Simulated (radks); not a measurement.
The numbers below are computed, except where a source is named.
Numerical settings for the erbium ion Er+, [Xe] 4f12 6s1. Code: a radial shooting solver on a logarithmic mesh with Libxc functionals. Model: Dirac Kohn-Sham, BLYP, spin-unpolarised, spherical densities, point nucleus; open shells are shared between the two j in proportion to 2j + 1. The defaults (mesh step 0.008 in ln r, mesh end at 40 bohr or more with all orbitals vanishing there, Anderson mixing 0.5 over 9 steps, residual threshold near 1e-9 with the energy settled to 1e-9 hartree or 1e-11 of itself, here a cap of 87 iterations) give E = -13100.3564 hartree and 4f7/2 at -9.065 eV in 16 iterations. Run on one thread of a shared host, so times are rough (Arm Neoverse V1): 0.2 s of CPU time, 0.2 s wall, 16 iterations on 2648 mesh points. Changes against that run (0 stands for a change within the tolerance of the run):

setting                    iterations  converged  E (mhartree)  e(4f7/2) (meV)  CPU (s)
mesh step in ln r 0.02             16        yes     +0.000424               0     0.09
mesh step in ln r 0.005            16        yes             0               0     0.31
mesh step in ln r 0.003            16        yes             0               0      0.5
mesh end (bohr) 8                  16        yes          +3.1            +135     0.19
mesh end (bohr) 400                16        yes             0               0      0.2
residual threshold 1e-05           13        yes             0         +0.0469     0.18
residual threshold 0.01            12        yes             0          +0.919     0.17
mixing 1                           12        yes             0               0     0.16
linear mixing, mixing 1            87         no     +2.27e+05        -1.1e+06      3.4
linear mixing, mixing 0.2          87        yes             0               0     0.72
mixing history 2                   28        yes             0               0     0.28
iteration cap 2                     2         no     +1.28e+03       -2.78e+04     0.04

Settings that end as converged yet miss the energy by more than 1 mhartree: mesh end (bohr) 8 (+0.0031 hartree). A mesh that ends early acts as a hard wall.
